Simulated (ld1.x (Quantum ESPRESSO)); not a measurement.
# What one change does to a pseudopotential (copper, ultrasoft)

- Element: copper (Cu)
- Generator: ld1.x (Quantum ESPRESSO) 7.5
- Type: ultrasoft
- Functional: LDA (PZ)
- Relativity: scalar-relativistic
- Frozen core: [Ar]
- Valence charge: 11
- Reference configuration: 3d9 4s2 4p0
- Partial waves: 4s (bound): rcut 1.75, rcutus 2.40 bohr; 4s channel at 0.1 Ry: rcut 1.75, rcutus 2.40 bohr; 4p (bound, empty): rcut 2.00, rcutus 2.25 bohr; 4p channel at 0.45 Ry: rcut 2.00, rcutus 2.25 bohr; 3d (bound): rcut 1.45, rcutus 1.55 bohr; 3d channel at 0.35 Ry: rcut 1.45, rcutus 1.55 bohr
- Local potential: all-electron potential smoothed inside 2.25 bohr (lloc = -1)
- Core correction: none
- Augmentation charge: PSQ, inside the norm-conserving radii

Change: waves 4p (bound): rcut 2.00, rcutus 2.40 bohr; 4p channel at 0.45 Ry: rcut 2.00, rcutus 2.40 bohr.

Cutoffs: the cutoffs (Ry, on a coarse ladder) from which the occupation-weighted sum of valence levels, in a spherical-Bessel basis at the reference potential, stays within 10 and 1 mRy of its value at 400 Ry; they do not see the model core or the augmentation charge, which bear on the density cutoff. Errors are all-electron minus pseudo energies relative to the spin-unpolarised reference configuration.

Q: Predict the effect on cutoff, ghosts and configuration errors.

A: The potential gets neither clearly harder nor softer (45 Ry and 80 Ry → 45 Ry and 80 Ry); the errors of the 9 common tests hardly move; neither file shows a bound ghost.

```tsv
quantity	base	changed
cutoff, loose	45 Ry	45 Ry
cutoff, tight	80 Ry	80 Ry
bound ghosts	none	none
error for 3d10 4s1 4p0, meV [ΔE -2.00 eV]	-111	-111
error for 3d10 4s0 4p0, meV [ΔE 6.43 eV]	-204	-204
error for 3d9 4s0 4p0, meV [ΔE 28.12 eV]	-2.8	-2.8
error for 3d10 4s0 4p1, meV [ΔE 2.25 eV]	-166	-160
error for 3d7 4s0 4p0, meV [ΔE 127.51 eV]	-1183	-1183
error for 3d10 4s0.5 4p0, meV [ΔE 1.30 eV]	-150	-150
error for 3d9 4s1 4p0, meV [ΔE 9.90 eV]	-2.1	-2.1
error for 3d9 4s2 4p0 (spin-polarised), meV [ΔE -0.24 eV]	+189	+189
error for 3d10 4s1 4p0 (spin-polarised), meV [ΔE -2.19 eV]	-108	-108
s: phases at 2.59 bohr within 0.05 rad from the reference energy up to (Ry; the scan ends near 5)	3.3	3.3
p: phases at 2.59 bohr within 0.05 rad from the reference energy up to (Ry; the scan ends near 5)	4.2	4.3
d: phases at 2.59 bohr within 0.05 rad from the reference energy up to (Ry; the scan ends near 5)	to the end of the scan	to the end of the scan
lowest overlap eigenvalue by channel	s 0.39, p 0.65, d 0.82	s 0.39, p 0.67, d 0.82
```
